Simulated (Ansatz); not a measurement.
Consider the ligand exchange at the Si–I bond: `O[SiH2]I` + `[NH2][GaH][OH]` → `[NH2][GaH][O][SiH2]O` + HI.

Gas-phase electronic energies from Ansatz, PBE0-D4/def2-TZVP geometries. CCSD(T)/CBS adds triple-zeta CCSD(T) − MP2 to the extrapolated MP2 energy (def2 sets, frozen cores). Elements past krypton have def2 core potentials. For Ga, I outer-core shells are correlated without core-valence functions, which leaves a few kJ/mol of doubt a bond. Scalar relativity is left out up to krypton. Each species was taken in one conformer, which may not be the lowest.

| species | CCSD/CBS(def2) energy (Eh) |
| --- | --- |
| `O[SiH2]I` | -663.55741 |
| `[NH2][GaH][OH]` | -2056.24726 |
| `[NH2][GaH][O][SiH2]O` | -2421.79424 |
| HI | -298.02649 |

Task: Work out ΔE.

Result: ΔE = (-2421.79424) + (-298.02649) − (-663.55741) − (-2056.24726) = -0.01606 Eh = -42.2 kJ/mol. CCSD(T)/CBS gives -41.0 kJ/mol.

Largest T1 diagnostic among the species: 0.014.

From PBE to PBE0 (25 % exact exchange), in def2-TZVPP and without D4, ΔE moves by −4.1 kJ/mol. The D4 term adds −5.6 kJ/mol with B3LYP and −3.4 kJ/mol with PBE0; it sums over pairs of atoms, weighted by their polarisabilities, and B3LYP, whose exchange is more repulsive, gets the larger term.

B3LYP here is the variant with VWN-RPA as its local correlation; programs differ in this.
